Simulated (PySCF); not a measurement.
Run record: geometry optimisation, `O=C=C[C@@H](Cl)[GeH3]`.

Computed with PBE0-D3(BJ)/def2-SVP geometry optimisation, gas phase (PySCF 2.14.0). Start geometry: GFN2-xTB. The input is one job of a driver script: a line of settings, then coordinates in Å.

Command:
```bash
OMP_NUM_THREADS=1 python probes_run.py task.json out
```

Input:
```
{"job": {"xc": "PBE0", "basis": "def2-SVP", "d3": "d3bj", "grid": 1, "shake": 0.01, "kind": "geom"}, "charge": 0, "multiplicity": 1}
O     -2.966500     1.572030    -0.795340
C     -2.117620     0.834240    -0.720840
C     -1.104270     0.048960    -0.644740
C     -0.161100     0.038250     0.550510
Cl    -0.603390    -1.376830     1.618370
Ge     1.713250    -0.270160     0.124660
H     -0.915450    -0.697390    -1.397440
H     -0.348770     0.925110     1.161700
H      1.803520    -1.550450    -0.610560
H      2.258000     0.834070    -0.706830
H      2.480450    -0.383660     1.404850
```

Output:
```
step   0  E = -2728.52556363  max force = 0.062550
step   1  E = -2728.53432551  max force = 0.012664
step   2  E = -2728.53520344  max force = 0.003597
step   3  E = -2728.53529631  max force = 0.001935
step   4  E = -2728.53538511  max force = 0.001828
step   5  E = -2728.53541716  max force = 0.000739
step   6  E = -2728.53542842  max force = 0.000733
step   7  E = -2728.53543518  max force = 0.001272
step   8  E = -2728.53543836  max force = 0.001558
step   9  E = -2728.53544428  max force = 0.000930
step  10  E = -2728.53544340  max force = 0.000594
step  11  E = -2728.53544131  max force = 0.001024
step  12  E = -2728.53544733  max force = 0.000769
step  13  E = -2728.53545161  max force = 0.000319
optimisation converged
```

Energies in Eh; «max force» is the largest Cartesian gradient component in Eh/bohr.

Q: Give the first gradient maximum in eV/Å.

A: With 1 Eh/bohr = 51.422 eV/Å, 3.216 eV/Å.

Summary of the converged run: final energy -2728.53545 Eh after 13 steps; dipole 1.45 D.

Q: Where do the atoms end?

A: 0.108 Å rms from the input after alignment:
```
atom  x, y, z in Å
O1    -2.8645    0.5829   -0.7383
C2    -2.0618   -0.2517   -0.6907
C3    -1.1181   -1.1760   -0.6389
C4    -0.2386   -1.3383    0.5489
Cl5   -0.6993   -2.7929    1.5486
Ge6    1.6579   -1.5644    0.0390
H7    -1.0580   -1.8655   -1.4861
H8    -0.3308   -0.4777    1.2257
H9     1.7299   -2.7531   -0.9328
H10    2.1354   -0.2786   -0.6636
H11    2.5004   -1.8357    1.2937
```

Time: 2.8 min of wall time; peak memory 0.51 GiB. Hardware: one thread of an Arm Neoverse N1 (shared host).
Labels such as C1 count atoms from 1, the log's own numbers from 0.
